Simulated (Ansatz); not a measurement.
The cluster Cu3Br4. Total charge 0; doublet. Geometry PBE-D4/def2-SVPD, that of the charge -1 singlet; atoms count from 1.

Cartesian coordinates in Å:
```
Cu 0.5554 0.9960 -0.8307
Cu -1.2534 0.1553 0.6289
Cu 0.7799 -1.2907 0.2231
Br -0.9423 -2.0735 1.6069
Br -1.6938 0.5517 -1.7804
Br 0.0669 2.1411 1.3154
Br 2.4872 -0.4800 -1.1631
```

The structure comes from a short search, and lower isomers may exist.

(1) Estimate the Mulliken populations from the PBE/def2-SVP orbitals of Ansatz.

(2) Where does the spin sit?

(3) And the Mayer bond orders between heavy atoms (over 0.3)?

Answers

(1) 
```
atom  charge (e)  spin (α − β)  d electrons
 Cu1        0.21          0.26         9.61
 Cu2        0.21          0.26         9.61
 Cu3        0.20          0.05         9.70
 Br4       -0.17          0.04            –
 Br5       -0.14          0.18            –
 Br6       -0.14          0.18            –
 Br7       -0.17          0.04            –
```
Mulliken values depend strongly on the basis.

(2) Summed by element: Cu 0.56, Br 0.44, of 1 unpaired in all. Largest on single atoms: Cu2 0.26, Cu1 0.26, Br6 0.18.

(3) Cu1–Cu2 0.38 (2.47 Å); Cu1–Br5 0.60 (2.48 Å); Cu1–Br6 0.60 (2.48 Å); Cu1–Br7 0.60 (2.45 Å); Cu2–Br4 0.60 (2.45 Å); Cu2–Br5 0.60 (2.48 Å); Cu2–Br6 0.60 (2.48 Å); Cu3–Br4 0.69 (2.34 Å); Cu3–Br7 0.69 (2.34 Å).
